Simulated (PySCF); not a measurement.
One of the candidates below gave these computed data.

All candidates are C5H7FOS.

| technique | computed result |
| --- | --- |
| UV, first state | lowest singlet excitation: 5.53 eV (224 nm, f = 0.094) [TDDFT PBE0/def2-SVPD] |
| 13C NMR | chemical shifts (computed TMS as zero) by class: 168.1 (1 C), 154.9 (1 C), 106.2 (1 C), 98.9 (1 C), 96.4 (1 C) ppm [GIAO PBE0/pcSseg-1] |
| Dipole | 1.09 D [PBE0/def2-SVPD] |
| Polarisability | 87.8 au [PBE0/def2-SVPD] |
| NMR, other nuclei | isotropic shieldings of nuclei other than C and H, by class: 124 (1 O), 385 (1 F), 389 (1 S) ppm [GIAO PBE0/pcSseg-1] |
| 1H NMR | chemical shifts (computed TMS as zero) by class: 6.54 (1 H), 5.84 (2 H), 5.45 (1 H), 5.28 (1 H), 4.69 (1 H), 4.60 (1 H) ppm [GIAO PBE0/pcSseg-1] |
| Rotational structure | rotational constants A, B, C: 3.554, 1.043, 0.898 GHz [GFN2-xTB] |

The electronic properties come from PySCF, for the isolated species, density fitting. Levels stand in brackets. The structure is a single GFN2-xTB conformer in the gas phase; no vibrational or solvent corrections. NMR classes are plain means over equivalent atoms (diastereotopic ones count apart unless rotation or inversion swaps them), as if these changed places fast.

Question: Which candidate is it?
A. `CCC(=O)[C@@H]1S[C@H]1F`
B. `O=[S@@]1C=CCC[C@H]1F`
C. `C=COC(=C)SCF`
D. `O=[S@@]1CCCC=C1F`

Answer: C. It is `C=COC(=C)SCF`. Numbering: `[CH2:1]=[CH:2][O:3][C:4](=[CH2:5])[S:6][CH2:7][F:8]`. Its formula, C5H7FOS, gives 2 degrees of unsaturation: 0 rings and 2 π bonds in the structure found. 5 carbons fall into 5 classes; from least to most shielded: vinylic carbon bearing oxygen [C4] (168.1 ppm), vinylic carbon bearing oxygen [C2] (154.9 ppm), terminal =CH2 carbon [C5] (106.2 ppm), terminal =CH2 carbon [C1] (98.9 ppm), sp3 C–F carbon [C7] (96.4 ppm). Hydrogen classes from least to most shielded: 1 H on a vinylic carbon bearing oxygen, C2 (6.54 ppm), 2 H on an sp3 C–F carbon, C7 (5.84 ppm), 1 H on a terminal =CH2 carbon, C5 (5.45 ppm), 1 H on a terminal =CH2 carbon, C5 (5.28 ppm), 1 H on a terminal =CH2 carbon, C1 (4.69 ppm), 1 H on a terminal =CH2 carbon, C1 (4.60 ppm). The other shieldings belong to: 124 ppm, ether oxygen [O3]; 385 ppm, alkyl fluorine [F8]; 389 ppm, sulfide sulfur [S6]. S1 is mainly HOMO→LUMO (weight 0.76); the largest Löwdin shares of the orbital it empties are 0.26 on the sulfide sulfur, 0.23 on a terminal =CH2 carbon, 0.16 on a vinylic carbon bearing oxygen and 0.10 on the ether oxygen, of the orbital it fills 0.25 on a terminal =CH2 carbon, 0.25 on a vinylic carbon bearing oxygen, 0.10 on the sulfide sulfur and 0.08 on a terminal =CH2 carbon. The optimised geometry has point group C1 and is an asymmetric top.

The others, at the same levels:
- `O=[S@@]1C=CCC[C@H]1F` fails: its computed 13C shifts are 144.8 (1 C), 139.3 (1 C), 106.3 (1 C), 25.6 (1 C), 20.9 (1 C) ppm, 1H shifts are 6.83 (1 H), 6.73 (1 H), 5.59 (1 H), 3.04 (1 H), 2.69 (1 H), 2.26 (1 H), 2.10 (1 H) ppm and lowest singlet excitation is 4.50 eV (276 nm, f = 0.002) (against 5.53 eV).
- `CCC(=O)[C@@H]1S[C@H]1F` fails: its computed 13C shifts are 212.0 (1 C), 89.7 (1 C), 41.1 (1 C), 38.0 (1 C), 9.5 (1 C) ppm, 1H shifts are 6.50 (1 H), 3.46 (1 H), 2.85 (1 H), 2.68 (1 H), 1.14 (3 H) ppm and lowest singlet excitation is 3.93 eV (315 nm, f = 0.002) (against 5.53 eV).
- `O=[S@@]1CCCC=C1F` fails: its computed 13C shifts are 180.0 (1 C), 115.3 (1 C), 54.5 (1 C), 28.0 (1 C), 12.8 (1 C) ppm, 1H shifts are 5.98 (1 H), 2.99 (1 H), 2.89 (1 H), 2.45 (1 H), 2.30 (1 H), 2.13 (1 H), 1.70 (1 H) ppm and lowest singlet excitation is 4.89 eV (254 nm, f = 0.002) (against 5.53 eV).

Each candidate is one conformer, not necessarily the lowest. Dipoles, sizes and rotational constants follow the conformer. The torsions of the flexible species, by atom-mapped SMILES:
- `[CH2:1]=[CH:2][O:3][C:4](=[CH2:5])[S:6][CH2:7][F:8]`: C1–C2–O3–C4 -17°, C2–O3–C4–C5 136°, O3–C4–S6–C7 -137°, C4–S6–C7–F8 -83°
- `[CH3:1][CH2:2][C:3](=[O:4])[C@@H:5]1[S:6][C@H:7]1[F:8]`: C1–C2–C3–O4 -2°, C2–C3–C5–S6 -113°

The conformers of `O=[S@@]1C=CCC[C@H]1F` and `O=[S@@]1CCCC=C1F` aren't listed.
